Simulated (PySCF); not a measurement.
# What a mistake does to a calculation on BH6NOSi

These are calculations, not measurements. They come from PySCF 2.14.0, an open-source quantum chemistry program, on an isolated molecule that a program drew, which may never have been made. The molecule is BH6NOSi (charge 0, singlet), drawn as the SMILES string `B[SiH](N)O`.

Each row is a Hartree-Fock (HF) and frozen-core CCSD(T) single point in the cc-pV(D+d)Z basis, meant for a local HF minimum. Run 1 is clean. Each other run has one planted mistake out of seven kinds, and not every kind appears here: one electron removed, one electron added, multiplicity raised by two, geometry at a saddle point, minimal basis STO-3G, one bond length entered in bohr, all coordinates scaled. The reference is restricted for singlets and unrestricted otherwise, and also for a bond in bohr. Adding or removing an electron swaps singlet and doublet. Electrons count all cores. HOMO and LUMO are orbital energies over both spins, the gradient is its largest component, and the lowest frequency (negative if imaginary) is given only where the gradient is small. Bond lengths are over the 9 bonds as drawn. T1 is the CCSD diagnostic: over 0.02 (restricted) or 0.045 (unrestricted) a single reference is doubtful.

Geometry of the clean run:
```xyz
10
BH6NOSi, angstrom
B    -2.4692   -0.9573   -0.8600
Si   -0.5039   -1.2765   -0.4947
N     0.2896    0.2406   -0.3542
O    -0.5100   -2.2335    0.8653
H    -3.0642   -1.4804   -1.7624
H    -3.0997   -0.2130   -0.1570
H     0.2476   -1.9846   -1.5596
H    -0.0426    0.9298    0.2945
H     1.2821    0.3180   -0.4726
H     0.2982   -2.6352    1.1467
```

```
run  electrons  basis functions  <S^2>  HOMO (eV)  LUMO (eV)  gradient (hartree/bohr)  lowest frequency (cm^-1)  mean bond (Å)  longest bond (Å)      T1  HF (hartree)  CCSD(T) (hartree)                          mistake
  1         40               95  0.000     -10.79       1.82                  2.9e-05                       133         1.3603             2.024  0.0120    -446.47543         -447.07246                         no fault
  2         40               30  0.000      -8.17       6.34                  5.2e-02                         -         1.3603             2.024  0.0095    -441.03907         -441.22907             minimal basis STO-3G
  3         40               95  0.657      -9.44       1.33                  1.9e-02                         -         1.4790             2.269  0.0559    -446.35673         -446.95388  one bond length entered in bohr
  4         40               95  0.000     -10.73       1.65                  3.5e-02                         -         1.4161             2.107  0.0128    -446.46064         -447.06530                                ?
```

**Which mistake was planted in run 4, and what did it cost?**

The mean and the longest bond both change by the same factor, 1.041, and the gradient is no longer small. So the mistake is: all coordinates scaled. Subtracting run 1 and multiplying by 627.51 kcal/mol a hartree, the energy moved by 9.3 kcal/mol in HF and 4.5 kcal/mol in CCSD(T).

Cautions from the logs. Run 3: T1 is over the limit, so its CCSD(T) energy is less reliable.
